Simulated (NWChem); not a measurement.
**Total energies of H₃N₂**

```xyz
5

N      0.6511    -0.3566     0.0959
N     -0.5470     0.1891    -0.1233
H      1.3245     0.4159     0.0242
H     -0.7248     1.1746     0.0674
H     -1.3289    -0.4182     0.1002
```
Charge 0, spin multiplicity 2.

Everything below was run with NWChem. The geometry was optimised at UPBE0/def2-SVP, a minimum by its harmonic frequencies. It is one conformer; others weren't searched.

Basis set: cc-pVTZ (102 functions).

```tsv
method	total energy (Ha)	relative cost
UHF	-110.62025	1
UMP2	-111.02076	under 3
UB2PLYP	-111.18406	under 3
UPBE	-111.14355	under 3
UB3LYP	-111.27740	under 3
UPBE0	-111.14635	under 3
```

Total energies of different functionals aren't comparable as a measure of quality: only differences taken within one method are. The cost column gives rough processor time relative to UHF; each entry includes its own SCF.

The correlated methods keep 2 core orbitals frozen. B3LYP has NWChem's definition, with VWN1-RPA local correlation. The structure started from a generated list of species. No SCF solution was tested for a lower state. Open-shell Hartree-Fock references start from PBE0 orbitals; any time given for them includes that run.
